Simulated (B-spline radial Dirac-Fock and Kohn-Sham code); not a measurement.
# W⁺: non-radiative channels of the N6 vacancy

System: W⁺ in the configuration 1s2 2s2 2p6 3s2 3p6 3d10 4s2 4p6 4d10 4f14 5s2 5p6 5d4 6s1, inside a Watson sphere of charge -1 and radius 2 Å (a model of the Madelung potential; inside it an electron's potential energy is raised by 7.2 eV).

These are calculated numbers from a radial finite-basis atomic code; the model is independent-particle radiative and Coulomb Auger rates from relativistic LDA hole-state orbitals, with Dirac-Fock energies. Kinetic energies are configuration averages from the vacuum level; the two-hole energies are estimated from single-hole states.

```tsv
transition	kinetic energy (eV)	width (meV)	share (%)
N6-O4O4	13.90	31.7	33.6
N6-O4O5	14.63	52.4	55.4
N6-O5O5	15.36	2.53	2.7
N6-O4P1	17.87	7.05	7.5
N6-O5P1	18.58	0.771	0.8
```

The listed channels hold 100 % of the non-radiative rate. Summed by principal shells, of 0.0945 eV in all: NOO 91.7 %, NOP 8.3 %.
